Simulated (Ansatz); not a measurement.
PbS2. The state is a triplet with charge 0. Geometry PBE-D4/def2-TZVPD, that of the charge -1 doublet; atoms count from 1.

```
atom    x (Å)    y (Å)    z (Å)
 Pb1   0.2934   0.2105   0.6171
  S2   1.7127   0.3683  -1.3543
  S3  -2.0062  -0.5788   0.7372
```

In the def2 sets Pb takes a core potential; there is no spin–orbit coupling. The structure comes from a short search, and lower isomers may exist.

Q: Estimate the Mulliken populations from the PBE0/def2-TZVPD orbitals of Ansatz.

A: 
| atom | charge (e) | spin (α − β) |
| --- | --- | --- |
| Pb1 | 0.69 | -0.07 |
| S2 | -0.34 | 1.04 |
| S3 | -0.34 | 1.04 |
Mulliken values and Mayer orders depend strongly on the basis. With diffuse functions, as here, like atoms can get unlike values, and bond orders can come out too low or too high.

Q: Where does the spin sit?

A: Summed by element: Pb -0.07, S 2.07, of 2 unpaired in all. Largest on single atoms: S2 1.04, S3 1.04, Pb1 -0.07.

Q: And the Mayer bond orders between bonded heavy atoms (over 0.3)?

A: Pb1–S2 1.16 (2.43 Å); Pb1–S3 1.16 (2.43 Å).
